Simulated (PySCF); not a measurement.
## Orbital picture of MgTe⁺

CAM-B3LYP at R = 2.600 Å; PySCF, scalar-relativistic core potentials, basis sets Mg def2-SVPD, Te def2-SVPD with ECP28. State: ²Π (doublet), unpaired electrons π ↑. Only the outer orbitals are listed, counted within each symmetry, core potentials removing the inner ones.

```csv
spin,orbital,occ.,ε (eV),on Mg (%),main shells (%)
α,7σ,1,-23.72,8,91 Te s
α,8σ,1,-14.37,43,"53 Te p, 38 Mg s"
α,4π,1,-13.52,5,94 Te p
α,4π,1,-12.51,8,92 Te p
α,9σ,0,-8.10,82,"61 Mg s, 22 Mg p, 20 Te p"
α,5π,0,-5.08,95,94 Mg p
α,5π,0,-4.93,95,93 Mg p
β,7σ,1,-22.66,10,90 Te s
β,8σ,1,-14.07,51,"47 Mg s, 45 Te p"
β,4π,1,-12.20,9,90 Te p
β,9σ,0,-8.05,77,"52 Mg s, 24 Mg p, 24 Te p"
β,4π,0,-7.92,15,"85 Te p, 12 Mg p"
β,5π,0,-4.95,94,92 Mg p
```

Problem. Which are the highest filled and the lowest empty level, where do they sit, and how wide is the gap?

Solution. Highest filled β 4π at -12.20 eV (in %: 90 Te p); lowest empty α 9σ at -8.10 eV (in %: 61 Mg s, 22 Mg p, 20 Te p); the gap at CAM-B3LYP is 4.10 eV.

* bond order (Mayer): 1.43
* ⟨S²⟩: 0.757
* charge on Mg (Mulliken, basis-dependent): 0.64
* charge on Mg (Löwdin, basis-dependent): 0.72
* dipole moment (positive dipole points towards Te; it is taken about the centre of mass and depends on that origin): -10.82 D
* polarisability along the bond: 101.8 bohr³
* polarisability across the bond: 51.2 bohr³

Spin–orbit coupling is left out. The state was picked by a PBE0 search and need not be the measured ground state.
